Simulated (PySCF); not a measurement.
The complex [Mn(NH3)6]2+ (charge +2) contains Mn(II), shell d5. The structure is a model geometry with rigid ligands and bond lengths from ionic radii, not a minimum; coordination octahedral, point group S6, metal–donor distances 2.26 Å.

Method (PySCF 2.14, density fitting): CASSCF(5,5) with orbitals averaged over all microstates of the shell, strongly contracted NEVPT2 on the averaged canonical orbitals; basis x2c-TZVPall on the metal, x2c-SVPall elsewhere; spin-free X2C; gas phase; spin-orbit coupling by state interaction with the mean-field operator over all roots.

CASSCF energies above the lowest CASSCF root:

```json
{"state": "6Ag (from 6A1g)", "CASSCF / cm⁻¹": "0"}
{"state": "4Eg (from 4T1g)", "CASSCF / cm⁻¹": "23309"}
{"state": "4Ag (from 4T1g)", "CASSCF / cm⁻¹": "23349"}
{"state": "4Eg (from 4T2g)", "CASSCF / cm⁻¹": "27900"}
{"state": "4Ag (from 4T2g)", "CASSCF / cm⁻¹": "27926"}
{"state": "4Ag (from 4A1g)", "CASSCF / cm⁻¹": "30023"}
{"state": "4Eg", "CASSCF / cm⁻¹": "30055"}
{"state": "2Eg (from 2T2g)", "CASSCF / cm⁻¹": "31139"}
{"state": "2Ag (from 2T2g)", "CASSCF / cm⁻¹": "31205"}
{"state": "4Ag (from 4T2g)", "CASSCF / cm⁻¹": "35046"}
{"state": "4Eg (from 4T2g)", "CASSCF / cm⁻¹": "35054"}
{"state": "2Ag (from 2A2g)", "CASSCF / cm⁻¹": "36798"}
{"state": "2Eg (from 2T1g)", "CASSCF / cm⁻¹": "37259"}
{"state": "2Ag (from 2T1g)", "CASSCF / cm⁻¹": "37291"}
{"state": "4Eg", "CASSCF / cm⁻¹": "37573"}
{"state": "2Ag (from 2T2g)", "CASSCF / cm⁻¹": "38488"}
{"state": "2Eg (from 2T2g)", "CASSCF / cm⁻¹": "38511"}
{"state": "2Eg", "CASSCF / cm⁻¹": "40147"}
{"state": "4Ag (from 4T1g)", "CASSCF / cm⁻¹": "40556"}
{"state": "4Eg (from 4T1g)", "CASSCF / cm⁻¹": "40567"}
{"state": "2Ag (from 2T1g)", "CASSCF / cm⁻¹": "46150"}
{"state": "2Eg (from 2T1g)", "CASSCF / cm⁻¹": "46186"}
```

How does dynamic correlation (SC-NEVPT2) move these states?


```json
{"state": "6Ag (from 6A1g)", "NEVPT2 / cm⁻¹": "0", "shift / cm⁻¹": "0"}
{"state": "4Eg (from 4T1g)", "NEVPT2 / cm⁻¹": "17956", "shift / cm⁻¹": "-5354"}
{"state": "4Ag (from 4T1g)", "NEVPT2 / cm⁻¹": "18017", "shift / cm⁻¹": "-5332"}
{"state": "4Eg (from 4T2g)", "NEVPT2 / cm⁻¹": "23661", "shift / cm⁻¹": "-4239"}
{"state": "4Ag (from 4T2g)", "NEVPT2 / cm⁻¹": "23712", "shift / cm⁻¹": "-4215"}
{"state": "4Ag (from 4A1g)", "NEVPT2 / cm⁻¹": "27327", "shift / cm⁻¹": "-2696"}
{"state": "4Eg", "NEVPT2 / cm⁻¹": "27360", "shift / cm⁻¹": "-2696"}
{"state": "2Eg (from 2T2g)", "NEVPT2 / cm⁻¹": "22807", "shift / cm⁻¹": "-8332"}
{"state": "2Ag (from 2T2g)", "NEVPT2 / cm⁻¹": "22917", "shift / cm⁻¹": "-8288"}
{"state": "4Ag (from 4T2g)", "NEVPT2 / cm⁻¹": "29887", "shift / cm⁻¹": "-5159"}
{"state": "4Eg (from 4T2g)", "NEVPT2 / cm⁻¹": "29900", "shift / cm⁻¹": "-5154"}
{"state": "2Ag (from 2A2g)", "NEVPT2 / cm⁻¹": "31144", "shift / cm⁻¹": "-5654"}
{"state": "2Eg (from 2T1g)", "NEVPT2 / cm⁻¹": "31756", "shift / cm⁻¹": "-5503"}
{"state": "2Ag (from 2T1g)", "NEVPT2 / cm⁻¹": "31809", "shift / cm⁻¹": "-5482"}
{"state": "4Eg", "NEVPT2 / cm⁻¹": "33000", "shift / cm⁻¹": "-4573"}
{"state": "2Ag (from 2T2g)", "NEVPT2 / cm⁻¹": "32956", "shift / cm⁻¹": "-5531"}
{"state": "2Eg (from 2T2g)", "NEVPT2 / cm⁻¹": "32999", "shift / cm⁻¹": "-5512"}
{"state": "2Eg", "NEVPT2 / cm⁻¹": "35128", "shift / cm⁻¹": "-5019"}
{"state": "4Ag (from 4T1g)", "NEVPT2 / cm⁻¹": "37705", "shift / cm⁻¹": "-2851"}
{"state": "4Eg (from 4T1g)", "NEVPT2 / cm⁻¹": "37716", "shift / cm⁻¹": "-2851"}
{"state": "2Ag (from 2T1g)", "NEVPT2 / cm⁻¹": "38766", "shift / cm⁻¹": "-7383"}
{"state": "2Eg (from 2T1g)", "NEVPT2 / cm⁻¹": "38821", "shift / cm⁻¹": "-7366"}
```

Gaps between spin states lean to high spin in this active space.
